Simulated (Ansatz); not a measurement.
Ga(OCMe2)H3 (C₃H₉GaO). The state is a singlet with charge 0. Geometry r2SCAN-D4/def2-SVP; atoms count from 1.

```xyz
14

C     0.004   -0.575   -0.197
C     0.056   -1.997   -0.658
C    -1.145    0.284   -0.615
Ga    1.080    1.812    1.300
O     0.907   -0.134    0.518
H    -0.850   -2.527   -0.319
H     0.037   -2.028   -1.760
H     0.955   -2.497   -0.277
H    -0.751    1.167   -1.146
H    -1.632    0.683    0.291
H    -1.875   -0.245   -1.241
H    -0.272    1.817    2.120
H     1.047    2.594   -0.073
H     2.439    1.647    2.057
```

Another isomer (singlet) lies 1.08 eV lower at PBE0-D4/def2-TZVP; other spin states weren't run for this one.

Q: Estimate the Mulliken populations from the PBE0/def2-TZVP orbitals of Ansatz.

A: 
| atom | charge (e) |
| --- | --- |
| C1 | 0.27 |
| C2 | -0.38 |
| C3 | -0.39 |
| Ga4 | 0.17 |
| O5 | -0.26 |
| H6 | 0.16 |
| H7 | 0.16 |
| H8 | 0.16 |
| H9 | 0.18 |
| H10 | 0.18 |
| H11 | 0.14 |
| H12 | -0.14 |
| H13 | -0.14 |
| H14 | -0.12 |
Mulliken values and Mayer orders depend strongly on the basis.

Q: And the Mayer bond orders between bonded heavy atoms (over 0.3)?

A: C1–C2 1.01 (1.49 Å); C1–C3 1.01 (1.49 Å); C1–O5 1.84 (1.23 Å); Ga4–O5 0.38 (2.10 Å).
